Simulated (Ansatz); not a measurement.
Input for Ansatz (a quantum-chemistry and plane-wave program): U-CCSD(T)/cc-pV(Q+d)Z on Cl3Si (SMILES Cl[Si](Cl)Cl). The basis file is the Basis Set Exchange's JSON of that set.

Ansatz 0.2 input:
```yaml
crystal:
  periodic: [false, false, false]
  atoms:
    - {symbol: Si, position_ang: [-0.00010146, 0.00000000, -0.51688456]}
    - {symbol: Cl, position_ang: [1.93959343, -0.00000000, 0.17195581]}
    - {symbol: Cl, position_ang: [-0.96974599, 1.67972816, 0.17246438]}
    - {symbol: Cl, position_ang: [-0.96974599, -1.67972816, 0.17246438]}
basis:
  gaussian:
    orbitals: cc-pV_Q+d_Z.json
magnetization: {spin_polarized: true, initial_magnetization: 1}
correlation: {method: ccsd_t, electrons: outside_noble_gas}
scf: {omitted_lower_state_checks: [cluster_reference]}
```

Give the final energy of this run.

-1668.4525 hartree (reference determinant -1667.6483, T1 diagnostic 0.012).

How many basis functions does it have, and what does it roughly cost on one machine?

256 functions; roughly 8 core-minutes.
